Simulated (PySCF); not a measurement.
A structure optimised at PBE0-D3(BJ)/def2-TZVP, used in a PySCF frequency run:

```xyz
4

Nb    -0.0432     0.1972     0.0000
O     -0.8974    -0.3448     1.3719
O     -0.8974    -0.3448    -1.3719
F      1.7923    -0.2853     0.0000
```

Task: Write its SMILES, formula and point group.

Result: [O]=[Nb](=[O])[F], FNbO2, Cs

Task: What are its rotational constants (standard atomic weights)?

Result: 7.3076, 5.2701, 3.4336 GHz
